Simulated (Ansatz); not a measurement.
CH8OSSi2 (`CO[SiH]([SiH3])S`), relaxed with RKS PBE0-D4/def2-TZVP in the Gaussian-basis code of Ansatz from a PBE-D4/def2-SVP geometry. The force threshold is 0.005 eV/Å; the program also tests the step.

Charge 0, multiplicity 1.

Start:

```xyz
13

C     0.596    0.187    2.282
O    -0.051   -0.310    1.120
Si   -0.158    0.566   -0.311
Si   -1.283   -0.836   -1.814
S     1.780    1.125   -1.114
H     0.064    1.070    2.706
H     1.648    0.487    2.070
H     0.605   -0.613    3.049
H    -0.803    1.911   -0.084
H    -1.553   -0.081   -3.088
H    -0.391   -2.008   -2.129
H    -2.585   -1.344   -1.257
H     2.132   -0.154   -1.430
```

Task: How much energy does the relaxation release, and in how many steps? (An estimate is asked.)

Result: The calculation gave: 6.55 kJ/mol, in 15 steps, 2 of them rejected.

Task: Which bonds change most? (Estimate.)

Result: The calculation gave: O2–Si3 from 1.682 to 1.641 Å; Si3–S5 from 2.171 to 2.142 Å; S5–H13 from 1.364 to 1.344 Å; C1–H7 from 1.114 to 1.094 Å.

Task: Give the relaxed structure. (Estimate.)

Result: Computed: 
```xyz
13

C     0.592    0.193    2.268
O    -0.029   -0.307    1.103
Si   -0.142    0.540   -0.298
Si   -1.272   -0.838   -1.804
S     1.759    1.127   -1.092
H     0.107    1.113    2.613
H     1.652    0.401    2.091
H     0.505   -0.562    3.050
H    -0.793    1.860   -0.063
H    -1.578   -0.066   -3.037
H    -0.390   -1.983   -2.160
H    -2.539   -1.361   -1.227
H     2.126   -0.118   -1.443
```
